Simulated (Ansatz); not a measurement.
Job for Ansatz (a program for electronic structure): U-wB97X-V/def2-TZVPP on CH4OSn (SMILES [CH3][Sn][OH]), a point of a bond scan (R = 0.867 Å). Elements past Kr take the def2 small-core potentials; no spin–orbit coupling.

Ansatz 0.2 input:
```yaml
crystal:
  periodic: [false, false, false]
  atoms:
    - {symbol: Sn, position_ang: [0.02238006, -0.06360862, 0.38858019]}
    - {symbol: C, position_ang: [0.41947667, 1.60722086, -0.98166041]}
    - {symbol: H, position_ang: [-0.20201734, 2.46931644, -0.72594186]}
    - {symbol: H, position_ang: [0.20079564, 1.28779189, -2.00052818]}
    - {symbol: H, position_ang: [1.46422512, 1.92099925, -0.91166492]}
    - {symbol: O, position_ang: [-0.53752719, -1.25054683, -1.13046981]}
    - {symbol: H, position_ang: [-0.77253664, -2.04801906, -0.88448528]}
basis:
  gaussian:
    orbitals: def2-TZVPP
hamiltonian:
  xc: {name: wB97X-V}
magnetization: {spin_polarized: true, initial_magnetization: 0}
```

The head of its log:

```
WARN ansatz: RAYON_NUM_THREADS=1 ignored (pool sized by the plan → 1); use --threads N
Functional definition: wB97X-V
integrals: 0.10 GiB planned
999 factors; their error is unknown
integrals: 0.13 GiB planned
237 factors; integrals over basis functions are off by at most 1.2e-5 eV
mean field: 1.17 GiB planned
mean field evaluation 1: about -8971.7913 eV, gradient 4.8e1 eV
mean field evaluation 2: about -8964.1608 eV, gradient 6.7e1 eV
```

Question: What total energy does the run end on?

Answer: -330.0366 hartree.
